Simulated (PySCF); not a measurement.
C3H6ClF (SMILES CC[C@@H](F)Cl), singlet, at a GFN2-xTB geometry; DF-PBE0/def2-TZVPPD in PySCF.

Here is a job for PySCF.
```python
from pyscf import gto, scf, dft

mol = gto.Mole()
mol.atom = '''
    C    -1.926982   -0.329471   -0.166942
    C    -0.767728   -0.143223   -1.139021
    C     0.483225    0.380702   -0.453571
    F     0.240869    1.583614    0.134412
    Cl    1.058093   -0.741235    0.812742
    H    -1.677226   -1.073169    0.585053
    H    -2.812141   -0.660286   -0.703051
    H    -2.152587    0.609074    0.333345
    H    -1.041974    0.582313   -1.908813
    H    -0.518994   -1.087265   -1.624742
    H     1.316440    0.529757   -1.150920
'''
mol.basis = 'def2-tzvppd'
mol.charge = 0
mol.spin = 0
mol.verbose = 4
mol.max_memory = 1800
mol.build()

mf = dft.RKS(mol)
mf.xc = 'pbe0'
mf = mf.density_fit(auxbasis='def2-universal-jkfit')
mf.kernel()
```

Q: Write the output that PySCF gives for this input, abridged.

A: 
```
PySCF version 2.14.0

[INPUT] verbose = 4
[INPUT] num. atoms = 11
[INPUT] num. electrons = 50
[INPUT] charge = 0
[INPUT] spin (= nelec alpha-beta = 2S) = 0
[INPUT] symmetry False subgroup None
[INPUT] Mole.unit = angstrom
[INPUT] Symbol           X                Y                Z      unit          X                Y                Z       unit  Magmom
[INPUT]  1 C     -1.926982000000  -0.329471000000  -0.166942000000 AA   -3.641468226967  -0.622609955987  -0.315474658687 Bohr   0.0
[INPUT]  2 C     -0.767728000000  -0.143223000000  -1.139021000000 AA   -1.450795658160  -0.270652244739  -2.152437740128 Bohr   0.0
[INPUT]  3 C      0.483225000000   0.380702000000  -0.453571000000 AA    0.913162906543   0.719422515074  -0.857124968045 Bohr   0.0
[INPUT]  4 F      0.240869000000   1.583614000000   0.134412000000 AA    0.455176441898   2.992596747027   0.254001867855 Bohr   0.0
[INPUT]  5 Cl     1.058093000000  -0.741235000000   0.812742000000 AA    1.999505984319  -1.400731143942   1.535859789931 Bohr   0.0
[INPUT]  6 H     -1.677226000000  -1.073169000000   0.585053000000 AA   -3.169497789000  -2.027995495373   1.105589938355 Bohr   0.0
[INPUT]  7 H     -2.812141000000  -0.660286000000  -0.703051000000 AA   -5.314176313661  -1.247759703885  -1.328573841602 Bohr   0.0
[INPUT]  8 H     -2.152587000000   0.609074000000   0.333345000000 AA   -4.067799889299   1.150983049593   0.629930754993 Bohr   0.0
[INPUT]  9 H     -1.041974000000   0.582313000000  -1.908813000000 AA   -1.969045488918   1.100412088774  -3.607133793009 Bohr   0.0
[INPUT] 10 H     -0.518994000000  -1.087265000000  -1.624742000000 AA   -0.980756520293  -2.054633074825  -3.070317403078 Bohr   0.0
[INPUT] 11 H      1.316440000000   0.529757000000  -1.150920000000 AA    2.487711059422   1.001095642571  -2.174923591284 Bohr   0.0

nuclear repulsion = 238.179270490641
number of shells = 112
number of NR pGTOs = 397
number of NR cGTOs = 304
basis = def2-tzvppd
ecp = {}

******** <class 'pyscf.df.df_jk.DFRKS'> ********
method = DFRKS
initial guess = minao
damping factor = 0
level_shift factor = 0
DIIS = <class 'pyscf.scf.diis.CDIIS'>
diis_start_cycle = 1
diis_space = 8
diis_damp = 0
SCF conv_tol = 1e-09
SCF conv_tol_grad = None
SCF max_cycles = 50
direct_scf = False
XC library pyscf.dft.libxc version 7.1.2
    S. Lehtola, C. Steigemann, M. J. T. Oliveira, and M. A. L. Marques,  SoftwareX 7, 1–5 (2018)
XC functionals = pbe0
    C. Adamo and V. Barone,  J. Chem. Phys. 110, 6158 (1999)
    M. Ernzerhof and G. E. Scuseria,  J. Chem. Phys. 110, 5029 (1999)
radial grids:
    Treutler-Ahlrichs [JCP 102, 346 (1995); DOI:10.1063/1.469408] (M4) radial grids

becke partition: Becke, JCP 88, 2547 (1988); DOI:10.1063/1.454033
pruning grids: <function nwchem_prune>
grids dens level: 3
symmetrized grids: False
atomic radii adjust function: <function treutler_atomic_radii_adjust>
small_rho_cutoff = 0
Set gradient conv threshold to 3.16228e-05
Initial guess from minao.
tot grids = 134344
******** <class 'pyscf.df.df.DF'> ********
auxbasis = def2-universal-jkfit
init E= -678.046077516873
  HOMO = -0.340513381126888  LUMO = -0.0236965065954641  gap/eV = 8.62103
cycle= 1 E= -677.626526519422  delta_E= 0.42  |g|= 0.577  |ddm|= 2.86
  HOMO = -0.297757410392003  LUMO = -0.00159541323248884  gap/eV = 8.05898
cycle= 2 E= -677.567955294248  delta_E= 0.0586  |g|= 0.845  |ddm|= 1.06
  HOMO = -0.310534612217817  LUMO = 0.0106173691548199  gap/eV = 8.73899
cycle= 3 E= -677.690083079473  delta_E= -0.122  |g|= 0.0727  |ddm|= 0.549
  HOMO = -0.321137605069413  LUMO = 0.00868550583858195  gap/eV = 8.97494
cycle= 4 E= -677.690936796815  delta_E= -0.000854  |g|= 0.0354  |ddm|= 0.105
  HOMO = -0.319633831834247  LUMO = 0.0093283791532028  gap/eV = 8.95152
cycle= 5 E= -677.691190310324  delta_E= -0.000254  |g|= 0.00522  |ddm|= 0.0447
  HOMO = -0.319014139376308  LUMO = 0.00941099685309478  gap/eV = 8.93690
cycle= 6 E= -677.691195739488  delta_E= -5.43e-06  |g|= 0.00189  |ddm|= 0.00928
  HOMO = -0.319177056659808  LUMO = 0.00937679681626673  gap/eV = 8.94041
cycle= 7 E= -677.691196366595  delta_E= -6.27e-07  |g|= 0.000522  |ddm|= 0.00205
  HOMO = -0.319188293463021  LUMO = 0.0093870764385759  gap/eV = 8.94099
cycle= 8 E= -677.691196418292  delta_E= -5.17e-08  |g|= 0.000136  |ddm|= 0.000702
  HOMO = -0.319174140395726  LUMO = 0.00938550228326548  gap/eV = 8.94056
cycle= 9 E= -677.691196422442  delta_E= -4.15e-09  |g|= 2.74e-05  |ddm|= 0.000178
  HOMO = -0.319177477338726  LUMO = 0.0093859916207627  gap/eV = 8.94067
cycle= 10 E= -677.691196422614  delta_E= -1.71e-10  |g|= 6.79e-06  |ddm|= 4.52e-05
  HOMO = -0.319177274362942  LUMO = 0.00938578969574497  gap/eV = 8.94066
Extra cycle  E= -677.691196422614  delta_E=    0  |g|= 6.82e-06  |ddm|= 1.64e-05
converged SCF energy = -677.691196422614
```
